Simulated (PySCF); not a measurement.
`CC[P@@H](=O)c1cccs1`, C₆H₉OPS

Molfile (atoms numbered from 1):
```
C6H9OPS
     RDKit          3D

 18 18  0  0  0  0  0  0  0  0999 V2000
   -2.9881   -0.5870    0.7613 C   0  0  0  0  0  0  0  0  0  0  0  0
   -1.5388   -0.1281    0.8243 C   0  0  0  0  0  0  0  0  0  0  0  0
   -0.7977   -0.3609   -0.8353 P   0  0  1  0  0  5  0  0  0  0  0  0
   -1.4590    0.3646   -1.9184 O   0  0  0  0  0  0  0  0  0  0  0  0
    0.9502    0.0067   -0.6726 C   0  0  0  0  0  0  0  0  0  0  0  0
    1.6525    0.8868   -1.4442 C   0  0  0  0  0  0  0  0  0  0  0  0
    3.0122    0.9652   -1.0810 C   0  0  0  0  0  0  0  0  0  0  0  0
    3.3210    0.1475   -0.0407 C   0  0  0  0  0  0  0  0  0  0  0  0
    1.9614   -0.7363    0.5211 S   0  0  0  0  0  0  0  0  0  0  0  0
   -3.4919   -0.4304    1.7129 H   0  0  0  0  0  0  0  0  0  0  0  0
   -3.5156   -0.0311   -0.0117 H   0  0  0  0  0  0  0  0  0  0  0  0
   -3.0375   -1.6458    0.5100 H   0  0  0  0  0  0  0  0  0  0  0  0
   -0.9717   -0.6849    1.5717 H   0  0  0  0  0  0  0  0  0  0  0  0
   -1.4774    0.9393    1.0585 H   0  0  0  0  0  0  0  0  0  0  0  0
   -0.8204   -1.7504   -0.9874 H   0  0  0  0  0  0  0  0  0  0  0  0
    1.1928    1.4454   -2.2402 H   0  0  0  0  0  0  0  0  0  0  0  0
    3.7276    1.6006   -1.5711 H   0  0  0  0  0  0  0  0  0  0  0  0
    4.2716    0.0050    0.4343 H   0  0  0  0  0  0  0  0  0  0  0  0
  1  2  1  0
  2  3  1  0
  3  4  2  0
  3  5  1  0
  5  6  2  0
  6  7  1  0
  7  8  2  0
  8  9  1  0
  9  5  1  0
  1 10  1  0
  1 11  1  0
  1 12  1  0
  2 13  1  0
  2 14  1  0
  3 15  1  6
  6 16  1  0
  7 17  1  0
  8 18  1  0
M  END
```

Method used: GIAO KT3/pcSseg-1 magnetisability, rotational g tensor and spin-rotation constants, non-relativistic, gas phase (PySCF). Geometry: GFN2-xTB.

(1) Give the nuclear spin-rotation constants along the inertial axes (H = +C I·J) beside the isotropic shieldings.

## Answers

(1) Rotational constants 2.5830, 0.7485, 0.6160 GHz. A star marks the isotopologue with that one atom substituted, in its own axes.
| atom | isotope | Caa (kHz) | Cbb (kHz) | Ccc (kHz) | mean (kHz) | σ (ppm) |
| --- | --- | --- | --- | --- | --- | --- |
| P3 | 31P | 4.196 | 0.878 | 1.048 | 2.041 | 354.2 |
| H10 | 1H | -0.193 | -0.035 | -0.043 | -0.090 | 30.3 |
| H11 | 1H | -0.179 | -0.007 | -0.065 | -0.083 | 29.9 |
| H12 | 1H | -0.254 | -0.083 | 0.006 | -0.110 | 30.7 |
| H13 | 1H | -0.238 | 0.005 | -0.069 | -0.100 | 30.2 |
| H14 | 1H | -0.305 | -0.084 | 0.024 | -0.121 | 29.9 |
| H15 | 1H | -0.187 | -0.062 | 0.047 | -0.068 | 23.8 |
| H16 | 1H | -0.182 | 0.062 | -0.059 | -0.060 | 24.0 |
| H17 | 1H | 0.050 | -0.021 | -0.054 | -0.009 | 24.6 |
| H18 | 1H | 0.140 | -0.034 | -0.066 | 0.013 | 24.4 |
| C1 | 13C* | 0.347 | 0.103 | 0.080 | 0.176 | 174.0 |
| C2 | 13C* | 0.452 | 0.117 | 0.110 | 0.226 | 150.8 |
| O4 | 17O* | -0.261 | -0.141 | -0.034 | -0.145 | 258.4 |
| C5 | 13C* | 1.069 | 0.260 | 0.118 | 0.482 | 54.6 |
| C6 | 13C* | 0.977 | 0.303 | 0.096 | 0.459 | 56.5 |
| C7 | 13C* | 1.041 | 0.250 | 0.102 | 0.464 | 64.3 |
| C8 | 13C* | 1.120 | 0.243 | 0.107 | 0.490 | 57.7 |
| S9 | 33S* | 0.894 | 0.300 | 0.180 | 0.458 | 308.0 |

For the geometry as given, no vibrational averaging.
